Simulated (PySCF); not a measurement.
Si(F)(Cl)2(OH) (Cl2FHOSi), SMILES F[Si](O)(Cl)Cl. Atoms are numbered in the order given.

```xyz
6

O     -1.5712    -0.8520    -0.5040
Si    -0.2439    -0.1672     0.1576
F     -0.2324    -0.3650     1.7558
Cl     1.3899    -1.0957    -0.6195
Cl    -0.1839     1.8526    -0.1811
H     -2.4256    -0.4243    -0.3660
```

Coordinates come from a B3LYP-D3(BJ)/def2-SVP optimisation. The values are those of a single conformer.

Calculation: PySCF with PBE0/pcSseg-1.

GIAO shieldings, no solvent; atoms listed in one row are averaged. δ = σ(ref) − σ: ¹⁷O against H2O (σ = 334.2 ppm); ²⁹Si against TMS (σ = 352.7 ppm); ¹⁹F against CFCl3 (σ = 167.2 ppm); ³⁵Cl against HCl (σ = 945.9 ppm); ¹H against TMS (σ = 31.56 ppm), references at their B3LYP-D3(BJ)/def2-TZVP geometries, non-relativistic (without spin–orbit terms, shifts of atoms bonded to Cl or Br come out too high).

Problem. Estimate the chemical shifts. (The exact figures need the calculation; the answer reports its results.)

Solution. 
```
nucleus  atoms  count  δ (ppm)
-------  -----  -----  -------
¹⁷O         O1      1     85.5
²⁹Si       Si2      1    -29.8
¹⁹F         F3      1   -104.8
³⁵Cl       Cl5      1     97.6
³⁵Cl       Cl4      1     77.7
¹H          H6      1     3.22
```
